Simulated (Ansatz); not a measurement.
Stepwise reaction of `[NH2][AlH2]` with methanol, as a gas-phase model of exchange steps in deposition or etching. ΔE in kJ/mol.

Program: Ansatz. Geometries: PBE0-D4/def2-TZVP. ΔE: electronic, gas phase. CCSD(T)/CBS adds triple-zeta CCSD(T) − MP2 to the extrapolated MP2 energy (def2 sets, frozen cores). This one scheme is used for every species. Functionals use def2-TZVPP. B3LYP here is the variant with VWN-RPA as its local correlation; programs differ in this. Each species was taken in one conformer, which may not be the lowest.

| step | reaction | PBE-D4 | B3LYP-D4 | ωB97M-V | CCSD(T)/CBS |
| --- | --- | --- | --- | --- | --- |
| 2 | `C[O][AlH][NH2]` + CH₃OH → `C[O][Al]([NH2])[O]C` + H₂ | -99.2 | -109.3 | -104.1 | -106.8 |

(1) Give the row of step 1, `[NH2][AlH2]` + CH₃OH → `C[O][AlH][NH2]` + H₂. (Estimate.)

(2) By hand: ΔE of the 2 steps together at CCSD(T)/CBS.

Results:

(1) The calculation gave: 
| step | reaction | PBE-D4 | B3LYP-D4 | ωB97M-V | CCSD(T)/CBS |
| --- | --- | --- | --- | --- | --- |
| 1 | `[NH2][AlH2]` + CH₃OH → `C[O][AlH][NH2]` + H₂ | -107.4 | -115.4 | -111.9 | -113.8 |

(2) (-113.8) + (-106.8) = -220.6 kJ/mol, or -110.3 kJ/mol a step.

In ΔE each step is higher than the one before. All are downhill at CCSD(T)/CBS. PBE-D4 differs from CCSD(T)/CBS by 6.4 to 7.6 kJ/mol a step. Isolated molecules leave out the surface, adducts and barriers. Largest T1 diagnostic: 0.011.
